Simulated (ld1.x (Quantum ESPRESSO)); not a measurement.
Lu (Z = 71), TM semilocal: configuration errors across variants

Lu, norm-conserving Troullier–Martins (semilocal form), made with ld1.x (Quantum ESPRESSO) 7.5 (PBE, scalar-relativistic). Core [Xe] 4f14, reference 5d1 6s1 6p0 (charge +1). Waves: 6s (bound): rc 2.20 bohr; 6p (bound, empty): rc 2.70 bohr; 5d (bound): rc 2.35 bohr. Local part: the d channel. Core correction: none.

All-electron excitation energies from the reference (eV): (1) 5d1 6s2 6p0 -7.365; (2) 5d1 6s0 6p0 13.279; (3) 5d1 6s1.5 6p0 -4.377; (4) 5d2 6s0 6p0 2.527; (5) 5d0 6s2 6p0 -2.110; (6) 5d0 6s2 6p1 -6.418; (7) 5d1.5 6s1.5 6p0 -5.884.

In the semilocal form every listed channel keeps its own potential, so the choice of the local channel does not act on these tests. It acts once the file is put into the separable form.

A semilocal file is local in each channel, so a ghost entry of none says nothing of the separable form that plane-wave codes build from it.

Tests that are not counted but printed errors over 1 eV. “wave 6p (bound): rc 2.70 bohr becomes 6p (bound): rc 1.68 bohr”: 5d0 6s2 6p1 (solver errors, printed error -17.6 eV).

4 further variants failed, have other tests or too few solved ones, and are left out.

Errors AE − PS in meV (a dash: test not solved or not reliable):

| change | (1) | (2) | (3) | (4) | (5) | (6) | (7) | bound ghosts |
| --- | --- | --- | --- | --- | --- | --- | --- | --- |
| base | +32 | +196 | +12 | +154 | +347 | +323 | +18 | none |
| all radii scaled by about 1.35 (s 2.98, p 3.64, d 3.18 bohr) | +24 | +172 | +9.9 | +123 | +236 | +243 | +13 | none |
| core correction a·sin(br)/r model core inside 1.26 bohr | +1.6 | -27 | +0.9 | -48 | -49 | -61 | -6.1 | none |
| local potential the s channel | +32 | +196 | +12 | +154 | +347 | +323 | +18 | none |
| wave 5d (bound): rc 2.35 bohr becomes 5d (bound): rc 3.10 bohr | +32 | +196 | +13 | +178 | +369 | +348 | +17 | none |
| all radii scaled by about 1.21 (s 2.66, p 3.28, d 2.84 bohr) | +24 | +177 | +10 | +111 | +224 | +227 | +14 | none |
| wave 6p (bound): rc 2.70 bohr becomes 6p (bound): rc 1.68 bohr | +32 | +196 | +12 | +154 | +347 | – | +18 | not determined |

(1) Give the same row for: all radii scaled by about 1.18 (s 2.60, p 3.18, d 2.76 bohr).

## Answers

(1) +24, +177, +10.0, +110, +219, +221, +14; bound ghosts: none.
